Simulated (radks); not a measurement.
The numbers below are computed, except where a source is named.
Question: Radial electron density D(r) = 4 pi r^2 rho(r) of an atom or ion with 18 electrons. Level of theory: scalar-relativistic Kohn-Sham, LDA (Slater exchange, VWN5 correlation), spin-polarised, spherical densities, finite nucleus; Fermi nuclear charge, rms radius of each element as measured or else 0.836 A^(1/3) + 0.57 fm (a radial shooting solver on a logarithmic mesh with Libxc functionals).

r (bohr)  D(r) (e/bohr)
0.01022           4.168
0.01341           6.330
0.01761           9.259
0.02293           12.78
0.03009           16.74
0.0395            20.23
0.05184           22.10
0.06805           21.47
0.08932           18.74
0.1163            16.21
0.1527            16.47
0.2004            19.94
0.263             22.76
0.3452            20.25
0.4496            13.09
0.5901            6.688
0.7745            5.395
1.017             6.629
1.334             6.051
1.738             3.595
2.281             1.321
2.994            0.2862
3.929           0.03265
5.158          0.001655

What is the nuclear charge?

Answer: Z = 19. The innermost maximum, from 1s, lies near gamma/Z bohr with gamma = sqrt(1 - (Z/c)^2) = 0.990, here 0.0521 bohr (found: 0.0557), and its height grows with Z. The density is that of the potassium ion K+ in [Ar]; the configuration itself is not fixed sharply by these data, and Z only to about a unit. D(r) has 3 maxima, at r = 0.0557, 0.272, 1.10 bohr, and minima at 0.131, 0.727 bohr, inside which lie 2.16, 10.38 electrons.
